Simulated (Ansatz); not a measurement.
**Reading a saddle point**

A first-order saddle point of BH5SO2, closed shell, PBE0-D4/def2-TZVP, with one imaginary mode of 1021i cm⁻¹:

```
9
angstrom
B -0.1239 -0.3749 0.1186
S 0.8932 1.4186 -0.6122
O -1.3871 -0.0924 0.5781
O 0.1094 -1.4236 -0.7464
H 0.9490 0.3880 0.7180
H 0.6490 -0.4325 1.2316
H 0.0364 2.2191 0.0395
H -2.0496 -0.3212 -0.0791
H 0.9237 -1.3811 -1.2479
```

Program: Ansatz 0.2.0. Basis: def2-TZVPP and def2-QZVPP. Cores are frozen in the correlated methods. Extrapolation: Hartree–Fock as exp(−7.88 √X), correlation as X^−2.97.

Question: Which contacts change along the imaginary mode, and what lies on either side? (A judgement: the text doesn't fix the answer.)

Answer: By the calculation: The step is BH₃SO₂ ([OH][B]([OH])[SH]) + H₂ → BH₃O₂ ([OH][BH][OH]) + H₂S, with the molecules in contact on both sides. Shortening one way: B1–H6, S2–H5; lengthening the same way: B1–S2, H5–H6.
```csv
pair,one side (Å),saddle (Å),other side (Å)
B1–H6,3.94,1.36,1.20
S2–H5,3.34,1.68,1.34
B1–S2,1.83,2.19,4.44
H5–H6,0.75,1.01,4.56
```

Question: Which side is lower, and how far does the saddle lie above each? (Judge from chemistry; the value comes from the calculation.)

Answer: The calculation gives: The side with B1–S2, H5–H6 short is lower by 0.297 eV; the saddle lies 2.181 eV above it and 1.884 eV above the other (CCSD(T) at an estimated basis limit (MP2 extrapolated from triple and quadruple zeta, plus CCSD(T) − MP2 in triple zeta); electronic energies).

T1 diagnostic: at most 0.013.

Labels in which every atom is bracketed show which atoms are joined, not bond orders.

For scale, one of the runs: CCSD(T)/def2-TZVPP, 205 basis functions, launched by `ansatz run in.yaml --threads 4 --pin off --events-out ev --progress --plain --max-ram 9574MiB`. Hardware: 4 CPU threads of an AMD EPYC, shared host. Wall time 77 s; peak host memory 2.8 GiB.
